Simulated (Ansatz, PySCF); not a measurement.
Dissociation curve of GeO, singlet.

Methods: RHF/6-31G* = PySCF with restricted Hartree-Fock/6-31G*, spherical d; UKS-M06-2X/6-31G* = unrestricted M06-2X/6-31G*, spherical d in PySCF; RHF/cc-pVTZ (PySCF); UCCSDT = CCSDT on UHF/cc-pVTZ, cores with 3d frozen in Ansatz (an electronic-structure program).

Energies are in mEh, each relative to the lowest point of its own curve near equilibrium.

```json
[
 {"R / Å": "1.29", "RHF/6-31G*": "194.8", "UKS-M06-2X/6-31G*": "211.3", "RHF": "190.6", "UCCSDT": "220.1"},
 {"R / Å": "1.37", "RHF/6-31G*": "89.6", "UKS-M06-2X/6-31G*": "103.0", "RHF": "86.7", "UCCSDT": "109.6"},
 {"R / Å": "1.46", "RHF/6-31G*": "26.8", "UKS-M06-2X/6-31G*": "35.7", "RHF": "25.1", "UCCSDT": "39.9"},
 {"R / Å": "1.50", "RHF/6-31G*": "12.1", "UKS-M06-2X/6-31G*": "(withheld)", "RHF": "10.9", "UCCSDT": "22.1"},
 {"R / Å": "1.57", "RHF/6-31G*": "0.2", "UKS-M06-2X/6-31G*": "3.1", "RHF": "0.0", "UCCSDT": "4.5"},
 {"R / Å": "1.62", "RHF/6-31G*": "0.0", "UKS-M06-2X/6-31G*": "0.0", "RHF": "(withheld)", "UCCSDT": "0.0"},
 {"R / Å": "1.68", "RHF/6-31G*": "6.3", "UKS-M06-2X/6-31G*": "2.8", "RHF": "7.3", "UCCSDT": "0.9"},
 {"R / Å": "1.69", "RHF/6-31G*": "7.9", "UKS-M06-2X/6-31G*": "3.8", "RHF": "(withheld)", "UCCSDT": "(withheld)"},
 {"R / Å": "1.79", "RHF/6-31G*": "30.3", "UKS-M06-2X/6-31G*": "20.5", "RHF": "32.4", "UCCSDT": "(withheld)"},
 {"R / Å": "1.91", "RHF/6-31G*": "66.9", "UKS-M06-2X/6-31G*": "50.6", "RHF": "69.5", "UCCSDT": "38.0"},
 {"R / Å": "2.02", "RHF/6-31G*": "104.3", "UKS-M06-2X/6-31G*": "(withheld)", "RHF": "107.0", "UCCSDT": "63.3"},
 {"R / Å": "2.22", "RHF/6-31G*": "169.3", "UKS-M06-2X/6-31G*": "123.3", "RHF": "171.9", "UCCSDT": "109.2"},
 {"R / Å": "2.47", "RHF/6-31G*": "221.8", "UKS-M06-2X/6-31G*": "162.6", "RHF": "226.6", "UCCSDT": "158.3"},
 {"R / Å": "2.68", "RHF/6-31G*": "245.9", "UKS-M06-2X/6-31G*": "185.3", "RHF": "252.4", "UCCSDT": "245.0"},
 {"R / Å": "2.90", "RHF/6-31G*": "261.5", "UKS-M06-2X/6-31G*": "200.1", "RHF": "269.2", "UCCSDT": "244.2"},
 {"R / Å": "3.24", "RHF/6-31G*": "275.7", "UKS-M06-2X/6-31G*": "—", "RHF": "284.4", "UCCSDT": "—"},
 {"R / Å": "3.57", "RHF/6-31G*": "283.3", "UKS-M06-2X/6-31G*": "—", "RHF": "292.3", "UCCSDT": "—"},
 {"R / Å": "3.91", "RHF/6-31G*": "287.6", "UKS-M06-2X/6-31G*": "—", "RHF": "296.7", "UCCSDT": "—"},
 {"R / Å": "4.33", "RHF/6-31G*": "290.4", "UKS-M06-2X/6-31G*": "—", "RHF": "299.5", "UCCSDT": "—"},
 {"R / Å": "4.82", "RHF/6-31G*": "291.9", "UKS-M06-2X/6-31G*": "—", "RHF": "301.0", "UCCSDT": "—"},
 {"R / Å": "5.57", "RHF/6-31G*": "292.7", "UKS-M06-2X/6-31G*": "—", "RHF": "301.9", "UCCSDT": "—"},
 {"R / Å": "6.39", "RHF/6-31G*": "293.1", "UKS-M06-2X/6-31G*": "—", "RHF": "302.3", "UCCSDT": "—"}
]
```

Question: Fill in the missing entries.

Answer: 
- 1.50, UKS-M06-2X/6-31G*: 18.9
- 1.62, RHF: 0.4
- 1.69, RHF: 9.1
- 1.69, UCCSDT: 1.6
- 1.79, UCCSDT: 14.0
- 2.02, UKS-M06-2X/6-31G*: 80.7

A dash means that the run gave no value there, or that the column was ended at a point which the program doubted or which failed a test of continuity chosen for this set; such a test can also cut sound points.

The restricted form behind RHF/6-31G*, RHF keeps the bonding electrons paired and can't separate into open-shell fragments. The unrestricted solution behind UKS-M06-2X/6-31G* changes between 2.02 and 2.22 Å, which can leave a kink. The unrestricted determinant behind UKS-M06-2X/6-31G* is spin-contaminated at 2.02 to 6.39 Å (<S²> up to 2.0, against 0.00 for a pure singlet). The unrestricted solution behind UCCSDT changes between 2.22 and 2.47 Å, which can leave a kink. The unrestricted determinant behind UCCSDT is spin-contaminated at 1.79 to 6.39 Å (<S²> up to 2.0, against 0.00 for a pure singlet).
